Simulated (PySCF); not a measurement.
```xyz
9

C      1.4465    -0.1417     0.0149
O      0.3967     0.8003    -0.0607
Ge    -1.2677     0.2792    -0.0250
Cl    -1.6653    -1.0389    -1.6568
Cl    -2.4656     2.0194    -0.1631
Cl    -1.6749    -0.7722     1.7880
H      1.4165    -0.7129     0.9586
H      2.3921     0.4171    -0.0252
H      1.4218    -0.8504    -0.8306
```

Charge 0, multiplicity 1.

Give the Mulliken and meta-Löwdin atomic charges from M06-2X/def2-TZVP // PBE0-D3(BJ)/def2-SVP (PySCF).


```csv
atom,Mulliken (e),meta-Löwdin (e)
C1,-0.25,-0.11
O2,-0.40,-0.61
Ge3,0.92,1.23
Cl4,-0.25,-0.29
Cl5,-0.23,-0.27
Cl6,-0.25,-0.29
H7,0.15,0.11
H8,0.15,0.13
H9,0.15,0.11
```
